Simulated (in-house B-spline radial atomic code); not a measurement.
The indium ion In²⁺ is squeezed into an impenetrable sphere of radius R (the orbitals vanish at R). Caution: exact exchange at fractional occupations of open shells leaves self-interaction of up to several eV. Computed with a B-spline radial code for spherical atoms: non-relativistic PBE0, spin-polarised, spherical fractional occupations, point nucleus.

Energies in eV above the free ion in [Kr] 4d10 5s1:

```
R (bohr)  highest level (eV)  [Kr] 4d10 5s1  [Ar] 3d9 4s2 4p6 4d10 5s1 5f1  [Ar] 3d10 4s2 4p5 4d10 5s1 5f1  -dE/dV in [Kr] 4d10 5s1 (GPa)
    9.55               -23.9      2.727e-05                          483.3                           103.9                        5.9e-05
    5.99               -23.8        0.05571                          493.2                           113.7                          0.262
    5.07               -23.5          0.322                          499.9                           120.4                              2
    3.92               -21.1          2.665                          516.9                           137.8                           27.7
    3.34               -16.5          8.067                          535.9                           157.4                            123
    3.03               -11.3          15.14                          553.7                           175.9                            296
     2.4                15.6          62.29                          636.8                           263.1                           2260
    2.27                  27             86                          671.9                           299.9                           3630
    1.64                 173          505.4                           1192                           837.8                          50500
    1.36                 367           1269                           2058                            1713                         204000
```

(1) Does [Ar] 3d9 4s2 4p6 4d10 5s1 5f1 fall below [Kr] 4d10 5s1 under compression?

(2) Does [Ar] 3d10 4s2 4p5 4d10 5s1 5f1 fall below [Kr] 4d10 5s1 under compression?

The highest level is first positive in the row R = 2.4 bohr, pushed up by confinement above the zero of the free ion's potential. Each configuration is held fixed and needn't be the lowest in the sphere.

## Answers

(1) No, it stays above over the whole range.

(2) No, it stays above over the whole range.
